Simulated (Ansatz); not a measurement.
Frontier orbitals of C4H5B (`BC=C=C=C`).

```json
{"atom": "B1", "x (Å)": "0.052", "y (Å)": "-0.863", "z (Å)": "-2.119"}
{"atom": "C2", "x (Å)": "0.640", "y (Å)": "-1.018", "z (Å)": "-0.712"}
{"atom": "C3", "x (Å)": "0.266", "y (Å)": "-0.210", "z (Å)": "0.269"}
{"atom": "C4", "x (Å)": "-0.113", "y (Å)": "0.578", "z (Å)": "1.178"}
{"atom": "C5", "x (Å)": "-0.507", "y (Å)": "1.397", "z (Å)": "2.124"}
{"atom": "H6", "x (Å)": "-0.751", "y (Å)": "-0.003", "z (Å)": "-2.328"}
{"atom": "H7", "x (Å)": "0.393", "y (Å)": "-1.595", "z (Å)": "-3.002"}
{"atom": "H8", "x (Å)": "1.375", "y (Å)": "-1.787", "z (Å)": "-0.474"}
{"atom": "H9", "x (Å)": "-1.238", "y (Å)": "2.177", "z (Å)": "1.928"}
{"atom": "H10", "x (Å)": "-0.117", "y (Å)": "1.323", "z (Å)": "3.135"}
```

The species carries charge 0 and has multiplicity 1. The structure was optimised at the PBE0-D4/def2-TZVP level. Basis def2-TZVPP, the Gaussian-basis code of Ansatz.

```
functional  HOMO (eV)  LUMO (eV)  gap (eV)
       PBE      -6.39      -3.69      2.70
    revPBE      -6.33      -3.60      2.73
    B97M-V      -6.63      -3.47      3.16
      PBE0      -7.57      -2.85      4.72
     B3LYP      -7.36      -3.01      4.35
   r2SCAN0      -7.69      -2.77      4.92
     BHLYP      -8.33      -1.83      6.50
   ωB97M-V      -9.57      -0.89      8.68
        HF      -9.46       0.69     10.15
```

From PBE to PBE0 the HOMO moves by −1.18 eV and the LUMO by +0.84 eV, and with ωB97M-V by −3.19 and +2.80 eV, so the gap grows from 2.70 to 8.69 eV with exact exchange.

B3LYP here is the variant with VWN-RPA as its local correlation; programs differ in this.
